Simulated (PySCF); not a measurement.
**Computed properties of CH5F3Si2, SMILES C[Si@H](F)[SiH](F)F**

CH₅F₃Si₂, SMILES C[Si@H](F)[SiH](F)F. Coordinates come from a PBE0-D3(BJ)/def2-SVP optimisation. The structure was generated by enumeration; whether it is a known compound was not checked. The values are those of a single conformer. All values are computed for the isolated molecule unless a solvent is named; none is compared with measurement here.

**Structure.** All 27 harmonic modes at PBE0-D3(BJ)/def2-SVP (PySCF) are real, so it is a minimum. With heavy atoms numbered as in [CH3:1][Si@H:2]([F:3])[SiH:4]([F:5])[F:6], the shortest bond between them is Si4–F6 at 1.619 Å and the longest Si2–Si4 at 2.343 Å.

**Vibrations.** The strongest infrared lines (harmonic, unscaled, degenerate partners summed) lie at 797 cm⁻¹ (256 km/mol, H 81 %), 954 cm⁻¹ (184 km/mol, Si 49 %, F 44 %), 850 cm⁻¹ (156 km/mol, F 42 %, H 30 %, Si 22 %). The softest mode is at 30 cm⁻¹ and the zero-point energy is 40.1 kcal/mol.

**Electronic structure.** CAM-B3LYP/def2-TZVP (PySCF) places the frontier levels at -9.77 and 0.15 eV, a gap of 9.92 eV, and gives a dipole moment of 2.24 D and a mean polarisability of 59.9 bohr³. PBE/def2-TZVP (PySCF) at the same geometry gives -7.09 and -1.77 eV, so its gap is 4.60 eV narrower. An orbital gap is neither the optical nor the fundamental gap.

**Excitations.** TDA-B3LYP/def2-SVPD (PySCF) has S1 at 6.24 eV (199 nm, f = 0.035, weak); the most intense of the 10 singlets computed lies at 8.45 eV (f = 0.37). T1 (TDA) is at 5.46 eV, 0.78 eV under S1. TDA-PBE/def2-SVPD (PySCF) puts S1 at 5.77 eV. No vertical singlet excitation falls in the visible range (under 3.1 eV).

**NMR.** GIAO shifts at HF/pcSseg-1 (PySCF) (non-relativistic, atoms alike by connectivity averaged): ¹³C at -0.8 ppm against TMS; ¹H from 0.8 to 5.1 ppm against TMS; ²⁹Si from -7.1 to 7.5 ppm against TMS; ¹⁹F from -184.9 to -133.6 ppm against CFCl3.

**Solvation.** SMD-B3LYP/def2-SVP (PySCF) gives 0.2 kcal/mol in water, -2.1 kcal/mol in toluene, -3.2 kcal/mol in diethylether (1 M in both phases, gas-phase geometry); of these solvents diethylether holds the molecule best.
